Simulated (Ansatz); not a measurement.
Ansatz (a quantum-chemistry and plane-wave program) input file for Be(Cl)(SH) (BeClHS), SMILES [SH][Be][Cl], r2SCAN-D4/def2-TZVP. 

Ansatz 0.2 input:
```yaml
crystal:
  periodic: [false, false, false]
  atoms:
    - {symbol: Be, position_ang: [-0.02517315, -0.07977640, -0.00000000]}
    - {symbol: Cl, position_ang: [-0.00351759, -1.83500498, 0.00000000]}
    - {symbol: S, position_ang: [0.08426688, 1.83337174, 0.00000000]}
    - {symbol: H, position_ang: [-1.18777832, 2.18024246, 0.00000000]}
basis:
  gaussian:
    orbitals: def2-TZVP
hamiltonian:
  xc: r2scan
  dispersion: d4
relax: {f_tol: 0.002, max_steps: 200}
```

Log of the run:

```
WARN ansatz: RAYON_NUM_THREADS=1 ignored (pool sized by the plan → 1); use --threads N
Functional definition: r2SCAN
integrals: 0.03 GiB planned
702 factors; their error is unknown
mean field: 0.22 GiB planned
mean field evaluation 1: about -23776.3930 eV, gradient 2.2e1 eV
mean field evaluation 2: about -23776.2595 eV, gradient 2.4e1 eV
mean field evaluation 4: about -23777.5822 eV, gradient 9.8e-1 eV
mean field evaluation 8: about -23777.5748 eV, gradient 1.7e-2 eV
mean field evaluation 16: about -23777.5748 eV, gradient 2.0e-5 eV
mean field -23777.57483558 eV, -873.8097581884 hartree, gradient 2.0e-5 eV, S^2 0.000000; 0 other end points of the search recorded, 0 dependent functions left out
the calculation of the forces begins
reference -23777.57484553 eV, -873.8097585540 hartree; 19, 19 occupied and 80, 80 virtual orbitals, 702 factors
relax step   1: F+E_penalty+E_count = -23777.59074449 eV  Δ(F+E_penalty+E_count) = +0.000e0 eV  max|allowed force component| = 1.371e0 eV/Å  Δτ_max = 0.0000 Å  (28 SCF iters, accepted)
these checks for a lower state are left out or cut short: starts, cluster_reference, orbital_swaps, neighbouring_geometries, increment
integrals: 0.03 GiB planned
702 factors; their error is unknown
mean field: 0.22 GiB planned
mean field -23777.63562291 eV, -873.8119920816 hartree, gradient 6.4e-6 eV, S^2 0.000000; 0 other end points of the search recorded, 0 dependent functions left out
the calculation of the forces begins
reference -23777.63563287 eV, -873.8119924476 hartree; 19, 19 occupied and 80, 80 virtual orbitals, 702 factors
relax step   2: F+E_penalty+E_count = -23777.65162963 eV  Δ(F+E_penalty+E_count) = -6.089e-2 eV  max|allowed force component| = 7.187e-1 eV/Å  Δτ_max = 0.0998 Å  (31 SCF iters, accepted)
these checks for a lower state are left out or cut short: starts, cluster_reference, orbital_swaps, neighbouring_geometries, increment
integrals: 0.03 GiB planned
702 factors; their error is unknown
mean field: 0.22 GiB planned
mean field evaluation 32: about -23777.6497 eV, gradient 5.1e-6 eV
mean field -23777.64967626 eV, -873.8125085328 hartree, gradient 5.1e-6 eV, S^2 0.000000; 0 other end points of the search recorded, 0 dependent functions left out
the calculation of the forces begins
reference -23777.64968625 eV, -873.8125088998 hartree; 19, 19 occupied and 80, 80 virtual orbitals, 702 factors
relax step   3: F+E_penalty+E_count = -23777.66572596 eV  Δ(F+E_penalty+E_count) = -1.410e-2 eV  max|allowed force component| = 1.264e-1 eV/Å  Δτ_max = 0.0744 Å  (30 SCF iters, accepted)
these checks for a lower state are left out or cut short: starts, cluster_reference, orbital_swaps, neighbouring_geometries, increment
integrals: 0.03 GiB planned
702 factors; their error is unknown
mean field: 0.22 GiB planned
mean field -23777.65028100 eV, -873.8125307566 hartree, gradient 2.0e-5 eV, S^2 0.000000; 0 other end points of the search recorded, 0 dependent functions left out
the calculation of the forces begins
reference -23777.65029098 eV, -873.8125311233 hartree; 19, 19 occupied and 80, 80 virtual orbitals, 702 factors
relax step   4: F+E_penalty+E_count = -23777.66631572 eV  Δ(F+E_penalty+E_count) = -5.898e-4 eV  max|allowed force component| = 3.172e-2 eV/Å  Δτ_max = 0.0104 Å  (31 SCF iters, accepted)
these checks for a lower state are left out or cut short: starts, cluster_reference, orbital_swaps, neighbouring_geometries, increment
integrals: 0.03 GiB planned
702 factors; their error is unknown
mean field: 0.22 GiB planned
mean field -23777.65034250 eV, -873.8125330165 hartree, gradient 2.0e-5 eV, S^2 0.000000; 0 other end points of the search recorded, 0 dependent functions left out
the calculation of the forces begins
reference -23777.65035247 eV, -873.8125333831 hartree; 19, 19 occupied and 80, 80 virtual orbitals, 702 factors
relax step   5: F+E_penalty+E_count = -23777.66638305 eV  Δ(F+E_penalty+E_count) = -6.733e-5 eV  max|allowed force component| = 1.844e-2 eV/Å  Δτ_max = 0.0046 Å  (31 SCF iters, accepted)
these checks for a lower state are left out or cut short: starts, cluster_reference, orbital_swaps, neighbouring_geometries, increment
integrals: 0.03 GiB planned
702 factors; their error is unknown
mean field: 0.22 GiB planned
mean field -23777.65035473 eV, -873.8125334662 hartree, gradient 6.1e-6 eV, S^2 0.000000; 0 other end points of the search recorded, 0 dependent functions left out
the calculation of the forces begins
reference -23777.65036471 eV, -873.8125338328 hartree; 19, 19 occupied and 80, 80 virtual orbitals, 702 factors
relax step   6: F+E_penalty+E_count = -23777.66639500 eV  Δ(F+E_penalty+E_count) = -1.195e-5 eV  max|allowed force component| = 8.589e-3 eV/Å  Δτ_max = 0.0018 Å  (25 SCF iters, accepted)
these checks for a lower state are left out or cut short: starts, cluster_reference, orbital_swaps, neighbouring_geometries, increment
integrals: 0.03 GiB planned
702 factors; their error is unknown
mean field: 0.22 GiB planned
mean field -23777.65035560 eV, -873.8125334981 hartree, gradient 3.9e-5 eV, S^2 0.000000; 0 other end points of the search recorded, 0 dependent functions left out
the calculation of the forces begins
reference -23777.65036558 eV, -873.8125338647 hartree; 19, 19 occupied and 80, 80 virtual orbitals, 702 factors
relax step   7: F+E_penalty+E_count = -23777.66639659 eV  Δ(F+E_penalty+E_count) = -1.585e-6 eV  max|allowed force component| = 7.695e-4 eV/Å  Δτ_max = 0.0005 Å  (20 SCF iters, accepted)
integrals: 0.03 GiB planned
702 factors; their error is unknown
mean field: 0.22 GiB planned
mean field evaluation 64: about -23776.3936 eV, gradient 2.4e1 eV
mean field -23777.65035560 eV, -873.8125334981 hartree, gradient 3.9e-5 eV, S^2 0.000000; 1 other end points of the search recorded, 0 dependent functions left out
the calculation of the forces begins
reference -23777.65036558 eV, -873.8125338647 hartree; 19, 19 occupied and 80, 80 virtual orbitals, 702 factors
Total energy: -23777.66640656 eV, -873.8131233601 hartree
Atom 0 at     0.014344    -0.001405     0.000000 Å, force    -0.000189    -0.000769    -0.000000 eV/Å
Atom 1 at    -0.080937    -1.807286    -0.000000 Å, force     0.000014     0.000289     0.000000 eV/Å
Atom 2 at     0.138186     1.896296    -0.000000 Å, force    -0.000074     0.000708     0.000000 eV/Å
Atom 3 at    -1.203796     2.011228    -0.000000 Å, force     0.000249    -0.000227     0.000000 eV/Å
Dipole moment:    -0.157252     0.078444     0.000000 e Å
```

The calculation finished and met its thresholds.
